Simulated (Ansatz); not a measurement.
Basis-set extrapolation for `[BH2][Al]([CH3])[SiH2]F` (PBE0-D4/def2-TZVP geometry, frozen core, Ansatz). Multiplicity 1, RHF reference.

```csv
,def2-TZVPP,def2-QZVPP
HF,-697.024415,-697.048551
MP2 correlation,-0.720892,-0.777990
CCSD(T) correlation,-0.806621,not run
```

Energies in hartree. Use E(X) = E(∞) + A·exp(−7.88·√X) for Hartree–Fock and E(X) = E(∞) + B·X^(−2.97) for correlation, with X = 3 and 4, and add CCSD(T) minus MP2 of the smaller set to the MP2 limit.

Question: What is the CCSD(T) energy at the basis-set limit?

Answer: HF limit: -697.048551 + (-0.024136) × 0.13774 = -697.05188. MP2 limit: -0.777990 + (-0.057098) × 0.74074 = -0.82028. Higher-order term: -0.806621 − (-0.720892) = -0.08573. Total: -697.95789 hartree, 333.1 kJ/mol below CCSD(T)/def2-TZVPP.
